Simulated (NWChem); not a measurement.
# Ionisation of BrSi

```xyz
2

Si     0.0000     0.0000     1.5996
Br     0.0000     0.0000    -0.6398
```
Charge 0, spin multiplicity 2.

The numbers come from NWChem runs, not from measurements. Structure: optimised with UPBE0/def2-SVP, a minimum by its harmonic frequencies.

Basis set: def2-TZVPD. −ε marks an orbital energy of the parent.

The Hamiltonian is non-relativistic. B3LYP has NWChem's definition, with VWN1-RPA local correlation. This spin state was chosen for the runs; another may lie lower. The structure started from a generated list of species. The unpaired electrons of the parent sit in orbitals of symmetry b2 (C2v labels of the run); other states weren't searched. No SCF solution was tested for a lower state. Open-shell Hartree-Fock references start from PBE0 orbitals.

Q: For the first vertical ionisation energy, −ε(alpha HOMO) of B3LYP gives 4.99 eV and −ε(alpha HOMO) of BP86 gives 4.29 eV. What do −ε(alpha HOMO) of PBE0, −ε(alpha HOMO) of PBE, −ε(alpha HOMO) of HF give?

A: −ε(alpha HOMO) of PBE0: 5.29 eV; −ε(alpha HOMO) of PBE: 4.21 eV; −ε(alpha HOMO) of HF: 7.95 eV.
